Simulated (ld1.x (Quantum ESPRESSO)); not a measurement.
**What one change does to a pseudopotential (Cs, TM)**

ld1.x (Quantum ESPRESSO) 7.5 input, shortened:

```
&input
   title='Cs', zed=55., rel=1, dft='PBE', iswitch=3,
   config='[Xe] 5d0.5 6s0.5 6p0'
 /
 &inputp
   pseudotype=2, tm=.true., lloc=0,
   nlcc=.true., new_core_ps=.true., rcore=1.85
 /
3
5P  2  1   6.00   0.00  3.35  3.35  0.0
5D  3  2   0.50   0.00  4.20  4.20  0.0
6S  1  0   0.50   0.00  4.20  4.20  0.0
 &test
   configts(1)='5p6 5d0.5 6s0.5 6p0'
 /
```

Change: all radii but the core radius scaled by about 1.10 (s 4.64, p 3.70, d 4.64 bohr).

Cutoffs: the cutoffs (Ry, on a coarse ladder) from which the occupation-weighted sum of valence levels, in a spherical-Bessel basis at the reference potential, stays within 10 and 1 mRy of its value at 400 Ry; they do not see the model core or the augmentation charge, which bear on the density cutoff. Errors are all-electron minus pseudo energies relative to the spin-unpolarised reference configuration.

Problem. What does the change do?

Solution. The potential gets neither clearly harder nor softer (8 Ry and 15 Ry → 10 Ry and 12 Ry); of the 6 tests that both files solve, the error grows in 1 and shrinks in 2 by more than 15 % and 0.3 meV (median size 1.3 → 0.9 meV); neither file shows a bound ghost.

```csv
quantity,base,changed
"cutoff, loose",8 Ry,10 Ry
"cutoff, tight",15 Ry,12 Ry
bound ghosts,none,none
"error for 5p6 5d0 6s1 6p0, meV [ΔE -0.84 eV]",-0.4,-0.1
"error for 5p6 5d0 6s0 6p0, meV [ΔE 3.02 eV]",-1.1,-0.6
"error for 5p6 5d0 6s0.5 6p0, meV [ΔE 0.63 eV]",+0.1,+0.5
"error for 5p6 5d1 6s0 6p0, meV [ΔE 0.83 eV]",-1.4,-1.2
"error for 5p5 5d0 6s1 6p0, meV [ΔE 17.02 eV]",-232,-220
"error for 5p6 5d0 6s0 6p1, meV [ΔE 0.53 eV]",-125,-123
```
